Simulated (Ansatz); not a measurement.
Input for Ansatz (a program for electronic structure): R-BLYP/def2-TZVPPD on HCl (SMILES Cl). The basis file is the Basis Set Exchange's JSON of that set.

Ansatz 0.2 input:
```yaml
crystal:
  periodic: [false, false, false]
  atoms:
    - {symbol: Cl, position_ang: [-0.00000000, -0.00000000, 0.64100645]}
    - {symbol: H, position_ang: [0.00000000, 0.00000000, -0.64100645]}
basis:
  gaussian:
    orbitals: def2-TZVPPD.json
hamiltonian:
  xc: {name: BLYP}
scf: {lower_state_search: off}
```

It printed:

```
WARN ansatz: RAYON_NUM_THREADS=4 ignored (pool sized by the plan → 4); use --threads N
Functional definition: BLYP
these checks for a lower state are left out or cut short: stability, starts, cluster_reference, orbital_swaps, neighbouring_geometries, increment
integrals: 0.01 GiB planned
383 factors; their error is unknown
mean field: 0.16 GiB planned
mean field evaluation 1: about -12539.0593 eV, gradient 1.3e1 eV
mean field evaluation 2: about -12538.9436 eV, gradient 1.6e1 eV
mean field evaluation 4: about -12539.4488 eV, gradient 6.4e-1 eV
mean field evaluation 8: about -12539.4421 eV, gradient 2.4e-3 eV
mean field -12539.44205490 eV, -460.8159959786 hartree, gradient 1.3e-6 eV, S^2 0.000000; 0 other end points of the search recorded, 0 dependent functions left out
reference -12539.44232148 eV, -460.8160057752 hartree; 9, 9 occupied and 59, 59 virtual orbitals, 383 factors
Total energy: -12539.44232148 eV, -460.8160057752 hartree
Checks for a lower state left out: stability, starts, cluster_reference, orbital_swaps, neighbouring_geometries, increment
```

Self-consistency was reached.

Cost: very roughly 0.4 core-seconds.
